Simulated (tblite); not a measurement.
C2H13NSi3.
Structure used (GFN2-xTB), in Å, numbered top down from 1:
```xyz
19
C2H13NSi3 angstrom
Si     2.951    0.101    0.236
N      1.397    0.671   -0.217
C      0.419   -0.132   -0.911
C     -1.004    0.298   -0.572
Si    -2.267   -0.843   -1.418
Si    -1.220    0.420    1.320
H      2.728   -1.104    1.035
H      3.531    1.202    1.001
H      3.843   -0.245   -0.886
H      1.292    1.650   -0.438
H      0.577   -1.169   -0.604
H      0.576   -0.091   -2.002
H     -1.149    1.306   -0.980
H     -3.618   -0.324   -1.203
H     -2.001   -0.886   -2.861
H     -2.159   -2.201   -0.880
H     -2.627    0.737    1.593
H     -0.398    1.485    1.896
H     -0.880   -0.866    1.928
```

Level: GFN2-xTB in tblite, geometry and Hessian alike; calculated harmonic values, unscaled, isolated species. The method is semi-empirical: single wavenumbers can be off by several per cent or more. Modes of hydrogen on silicon can be 10 to 20 % off. One conformer, not necessarily the lowest.

Harmonic wavenumbers (cm⁻¹): 47.3, 49.4, 100.0, 110.7, 116.7, 168.2, 170.4, 259.1, 289.8, 336.4, 505.0, 509.1, 518.4, 524.9, 568.2, 573.4, 605.3, 669.7, 745.2, 765.8, 775.3, 784.2, 791.1, 797.3, 804.1, 813.6, 823.2, 831.9, 902.0, 964.8, 1069.5, 1110.4, 1138.5, 1165.6, 1288.3, 1331.3, 1385.7, 1502.6, 2160.1, 2221.3, 2230.3, 2250.6, 2255.5, 2263.5, 2267.0, 2269.7, 2276.2, 2816.0, 2896.1, 2960.6, 3441.4.

A = 2873, B = 862.7, C = 709.8 MHz; mass 135.036 u (most abundant isotopes); point group C1, symmetry number 1.

Task: Zero-point energy?

Result: ½Σν̃ = 29110 cm⁻¹ = 83.23 kcal/mol.

Task: What is S at 298.15 K and 1 bar for an ideal gas of classical rigid rotors and harmonic oscillators?

Result: Translation 40.64, rotation 29.59, vibration 35.88: S = 106.1 cal/(mol K).

Task: And Cp and H(298.15 K) − H(0)?

Result: Cp = 44.62 cal/(mol K), of which vibrations give 36.67 (their classical limit is 51 R = 101.3); H(298.15 K) − H(0) = 7.93 kcal/mol without the zero-point energy, 5.56 from vibrations.

Task: How do the functions run with temperature in this model?

Result: 
| T (K) | S (cal/(mol K)) | Cp (cal/(mol K)) | H − H(0) (kcal/mol) | G − H(0) (kcal/mol) | ln q(vib) |
| --- | --- | --- | --- | --- | --- |
| 50 | 60.3 | 15.0 | 0.54 | -2.48 | 0.72 |
| 100 | 72.7 | 21.1 | 1.45 | -5.82 | 2.32 |
| 373.15 | 117.0 | 52.4 | 11.58 | -32.08 | 11.02 |
| 500 | 133.9 | 62.9 | 18.92 | -48.01 | 14.91 |
| 750 | 162.3 | 77.1 | 36.55 | -85.15 | 22.10 |
| 1000 | 185.8 | 86.3 | 57.04 | -128.74 | 28.60 |

q(vib) and H(0) count from the zero-point level.

Task: What must be added to the electronic energy to get the Gibbs energy at 298.15 K and 1 bar?

Result: ZPE + [H(298.15 K) − H(0)] − T·S = 83.23 + 7.93 − 31.64 = 59.52 kcal/mol.

Task: Blend soft modes into free rotors: weight 1/[1 + (100 cm⁻¹/ν̃)⁴] for the oscillator and the rest for a rotor with moment μB/(μ + B), μ = h/(8π²ν), B = 10⁻⁴⁴ kg m². What vibrational entropy results?

Result: 32.74 cal/(mol K) in place of 35.88, which changes −T·S at 298.15 K by +0.94 kcal/mol.

Hindered rotation and anharmonicity are outside this model. Other conformers, if any are populated, would add a mixing term that is left out. The structure is chiral; the term R ln 2 for an equal mix with its mirror image is left out.
